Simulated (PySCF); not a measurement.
C4H8Cl2Ge, singlet, geometry from GFN2-xTB, with bond 10-2 at 1.4 times its length; PySCF with CASSCF(6,7)/STO-3G.

The PySCF input:
```python
from pyscf import gto, scf, mcscf
import numpy

mol = gto.M(
    atom='''
C    -2.87438143   -0.58842653   -0.83016204
C    -1.88022239   -1.03505048   -0.08483616
Ge   -0.08542244   -0.18079160    0.01070234
Cl   -0.12282023    1.62366547   -1.13017071
Cl    0.22422533    0.40806623    2.04530003
C     1.49327874   -1.30562379   -0.57572680
C     2.81945040   -0.58133604   -0.41197846
H    -2.76179668    0.28432823   -1.45416183
H    -3.84054031   -1.07080547   -0.85108843
H    -2.06359916   -2.25747967    0.78849538
H     1.33217023   -1.57761586   -1.61825657
H     1.48449765   -2.22180452    0.01362919
H     2.98189691   -0.31189226    0.62998714
H     3.64246774   -1.21606577   -0.73644948
H     2.83339020    0.33058347   -1.00608511
''',
    basis='sto-3g',
    verbose=4,
)

mf = scf.RHF(mol)
mf.kernel()
mc = mcscf.CASSCF(mf, 7, 6)
mc.fix_spin_(ss=0.0)
mc.kernel()
occ = numpy.linalg.eigvalsh(mc.fcisolver.make_rdm1(mc.ci, mc.ncas, mc.nelecas))[::-1]
ss = mc.fcisolver.spin_square(mc.ci, mc.ncas, mc.nelecas)[0]
print('natural occupations', occ.round(4), ' <S^2>', round(ss, 4))
```

What the program printed (banner, timings and long lists left out):

```
PySCF version 2.14.0

[INPUT] verbose = 4
[INPUT] num. atoms = 15
[INPUT] num. electrons = 98
[INPUT] charge = 0
[INPUT] spin (= nelec alpha-beta = 2S) = 0
[INPUT] symmetry False subgroup None
[INPUT] Mole.unit = angstrom
[INPUT] Symbol           X                Y                Z      unit          X                Y                Z       unit  Magmom
[...]
nuclear repulsion = 777.965736198797
number of shells = 38
number of NR pGTOs = 192
number of NR cGTOs = 64
basis = sto-3g
ecp = {}

******** <class 'pyscf.scf.hf.RHF'> ********
method = RHF
initial guess = minao
damping factor = 0
level_shift factor = 0
DIIS = <class 'pyscf.scf.diis.CDIIS'>
diis_start_cycle = 1
diis_space = 8
diis_damp = 0
SCF conv_tol = 1e-09
SCF conv_tol_grad = None
SCF max_cycles = 50
direct_scf = True
direct_scf_tol = 1e-13
Set gradient conv threshold to 3.16228e-05
Initial guess from minao.
init E= -3112.47366876076
[...]
cycle= 1 E= -3115.13437341895  delta_E= -2.66  |g|= 0.424  |ddm|=  4.6
[...]
cycle= 2 E= -3115.21713178977  delta_E= -0.0828  |g|= 0.123  |ddm|= 0.923
[...]
cycle= 3 E= -3115.22301448971  delta_E= -0.00588  |g|= 0.0529  |ddm|= 0.255
[...]
cycle= 4 E= -3115.22415525927  delta_E= -0.00114  |g|= 0.0135  |ddm|= 0.0925
[...]
cycle= 5 E= -3115.2242434514  delta_E= -8.82e-05  |g|= 0.00268  |ddm|= 0.03
[...]
cycle= 6 E= -3115.22424880843  delta_E= -5.36e-06  |g|= 0.000907  |ddm|= 0.00758
[...]
cycle= 7 E= -3115.22424931454  delta_E= -5.06e-07  |g|= 0.000256  |ddm|= 0.0023
[...]
cycle= 8 E= -3115.22424935455  delta_E= -4e-08  |g|= 7.81e-05  |ddm|= 0.000603
[...]
cycle= 9 E= -3115.22424935845  delta_E= -3.91e-09  |g|= 1.2e-05  |ddm|= 0.000216
[...]
cycle= 10 E= -3115.22424935856  delta_E= -1.09e-10  |g|= 2.25e-06  |ddm|= 3.41e-05
[...]
Extra cycle  E= -3115.22424935858  delta_E= -1.73e-11  |g|= 8.96e-07  |ddm|= 4.63e-06
converged SCF energy = -3115.22424935858

******** <class 'pyscf.mcscf.mc1step.CASSCF'> ********
CAS (3e+3e, 7o), ncore = 46, nvir = 11
max_cycle_macro = 50
max_cycle_micro = 4
conv_tol = 1e-07
conv_tol_grad = None
orbital rotation max_stepsize = 0.02
orbital rotation threshold for CI restart = 0.01
augmented hessian ah_max_cycle = 30
augmented hessian ah_conv_tol = 1e-12
augmented hessian ah_linear dependence = 1e-14
augmented hessian ah_level shift = 1e-08
augmented hessian ah_start_tol = 2.5
augmented hessian ah_start_cycle = 3
augmented hessian ah_grad_trust_region = 3
kf_trust_region = 3
kf_interval = 4
ci_response_space = 4
ci_grad_trust_region = 3
with_dep4 0
natorb = False
canonicalization = True
sorting_mo_energy = False
ao2mo_level = 2
internal_rotation = False
******** <class 'pyscf.fci.addons.SpinPenaltyFCISolver'> ********
max. cycles = 50
conv_tol = 1e-08
davidson only = True
linear dependence = 1e-12
level shift = 0.001
max iter space = 12
nroots = 1
pspace_size = 400
spin = None
CASCI E = -3115.25217450923  S^2 = 0.0000000
Set conv_tol_grad to 0.000316228
macro iter   1 ( 21 JK    4 micro), CASSCF E = -3115.29561465118  dE = -4.34401419e-02  S^2 = 0.0000000
               |grad[o]|=0.0315  |grad[c]|=0.0586  |ddm|=0.0767  |maxRot[o]|=0.285
macro iter   2 ( 21 JK    4 micro), CASSCF E = -3115.30957378117  dE = -1.39591300e-02  S^2 = 0.0000000
               |grad[o]|=0.0342  |grad[c]|=0.0319  |ddm|=0.0397  |maxRot[o]|=0.241
macro iter   3 ( 21 JK    4 micro), CASSCF E = -3115.31760038743  dE = -8.02660626e-03  S^2 = 0.0000000
               |grad[o]|=0.0171  |grad[c]|=0.0173  |ddm|=0.0118  |maxRot[o]|=0.197
macro iter   4 ( 21 JK    4 micro), CASSCF E = -3115.31852996799  dE = -9.29580558e-04  S^2 = 0.0000000
               |grad[o]|=0.0129  |grad[c]|=0.0129  |ddm|=0.00647  |maxRot[o]|=0.0923
macro iter   5 ( 21 JK    4 micro), CASSCF E = -3115.31898375217  dE = -4.53784184e-04  S^2 = 0.0000000
               |grad[o]|=0.0102  |grad[c]|=0.00951  |ddm|=0.00532  |maxRot[o]|=0.0587
macro iter   6 ( 21 JK    4 micro), CASSCF E = -3115.31904384431  dE = -6.00921371e-05  S^2 = 0.0000000
[...]
               |grad[o]|=0.00833  |grad[c]|=0.00906  |ddm|=0.00501  |maxRot[o]|=0.0056
macro iter  22 ( 21 JK    4 micro), CASSCF E = -3115.31976312564  dE = -5.45507874e-06  S^2 = 0.0000000
               |grad[o]|=0.00832  |grad[c]|=0.00904  |ddm|=0.005  |maxRot[o]|=0.00449
macro iter  23 ( 21 JK    4 micro), CASSCF E = -3115.31976831093  dE = -5.18528805e-06  S^2 = 0.0000000
               |grad[o]|=0.00832  |grad[c]|=0.00903  |ddm|=0.00499  |maxRot[o]|=0.00374
macro iter  24 ( 21 JK    4 micro), CASSCF E = -3115.31977219853  dE = -3.88759963e-06  S^2 = 0.0000000
               |grad[o]|=0.00831  |grad[c]|=0.00902  |ddm|=0.00498  |maxRot[o]|=0.00293
macro iter  25 ( 21 JK    4 micro), CASSCF E = -3115.31977519306  dE = -2.99452586e-06  S^2 = 0.0000000
               |grad[o]|=0.00831  |grad[c]|=0.00901  |ddm|=0.00497  |maxRot[o]|=0.00251
macro iter  26 ( 21 JK    4 micro), CASSCF E = -3115.31977770278  dE = -2.50972562e-06  S^2 = 0.0000000
               |grad[o]|=0.0083  |grad[c]|=0.009  |ddm|=0.00497  |maxRot[o]|=0.00207
macro iter  27 ( 21 JK    4 micro), CASSCF E = -3115.31977951495  dE = -1.81216546e-06  S^2 = 0.0000000
               |grad[o]|=0.0083  |grad[c]|=0.009  |ddm|=0.00496  |maxRot[o]|=0.00168
macro iter  28 ( 21 JK    4 micro), CASSCF E = -3115.31978094899  dE = -1.43404759e-06  S^2 = 0.0000000
               |grad[o]|=0.0083  |grad[c]|=0.00899  |ddm|=0.00496  |maxRot[o]|=0.00139
macro iter  29 ( 21 JK    4 micro), CASSCF E = -3115.31978156076  dE = -6.11763426e-07  S^2 = 0.0000000
               |grad[o]|=0.0083  |grad[c]|=0.00899  |ddm|=0.00495  |maxRot[o]|=0.00111
macro iter  30 ( 21 JK    4 micro), CASSCF E = -3115.31978210692  dE = -5.46166575e-07  S^2 = 0.0000000
               |grad[o]|=0.0083  |grad[c]|=0.00899  |ddm|=0.00495  |maxRot[o]|=0.00101
macro iter  31 ( 21 JK    4 micro), CASSCF E = -3115.31978193660  dE =  1.70323347e-07  S^2 = 0.0000000
               |grad[o]|=0.0083  |grad[c]|=0.00899  |ddm|=0.00495  |maxRot[o]|=0.000972
macro iter  32 ( 16 JK    4 micro), CASSCF E = -3115.32138439235  dE = -1.60245574e-03  S^2 = 0.0000000
               |grad[o]|=0.0083  |grad[c]|=0.00295  |ddm|=0.00454  |maxRot[o]|=0.0629
macro iter  33 ( 15 JK    4 micro), CASSCF E = -3115.32221881206  dE = -8.34419718e-04  S^2 = 0.0000000
               |grad[o]|=0.00572  |grad[c]|=0.00281  |ddm|=0.00248  |maxRot[o]|=0.0524
macro iter  34 ( 14 JK    4 micro), CASSCF E = -3115.32237401950  dE = -1.55207432e-04  S^2 = 0.0000000
               |grad[o]|=0.00316  |grad[c]|=0.00238  |ddm|=0.000943  |maxRot[o]|=0.0148
macro iter  35 ( 10 JK    4 micro), CASSCF E = -3115.32249238816  dE = -1.18368664e-04  S^2 = 0.0000000
               |grad[o]|=0.00238  |grad[c]|=0.00146  |ddm|=0.000429  |maxRot[o]|=0.0174
macro iter  36 (  9 JK    2 micro), CASSCF E = -3115.32255668579  dE = -6.42976261e-05  S^2 = 0.0000000
               |grad[o]|=0.00147  |grad[c]|=0.000753  |ddm|=0.000182  |maxRot[o]|=0.0204
macro iter  37 ( 10 JK    2 micro), CASSCF E = -3115.32256133672  dE = -4.65092990e-06  S^2 = 0.0000000
               |grad[o]|=0.000376  |grad[c]|=0.000396  |ddm|=9.55e-05  |maxRot[o]|=0.00765
macro iter  38 (  5 JK    1 micro), CASSCF E = -3115.32256150822  dE = -1.71509328e-07  S^2 = 0.0000000
               |grad[o]|=5.89e-05  |grad[c]|=0.000304  |ddm|=1.56e-05  |maxRot[o]|=0.00269
macro iter  39 (  3 JK    1 micro), CASSCF E = -3115.32256158689  dE = -7.86612873e-08  S^2 = 0.0000000
               |grad[o]|=4.11e-05  |grad[c]|=0.000237  |ddm|=1.29e-05  |maxRot[o]|=0.00204
1-step CASSCF converged in  39 macro (733 JK 146 micro) steps
CASSCF canonicalization
Density matrix diagonal elements [1.94839935 1.91491852 1.91319251 0.08722297 0.04771939 0.04810385
 0.04044342]
CASSCF energy = -3115.32256158689
CASCI E = -3115.32256158689  E(CI) = -7.03534028367812  S^2 = 0.0000000
natural occupations [1.9743e+00 1.9174e+00 1.8849e+00 1.1490e-01 8.1800e-02 2.5600e-02
 1.1000e-03]  <S^2> 0.0
```
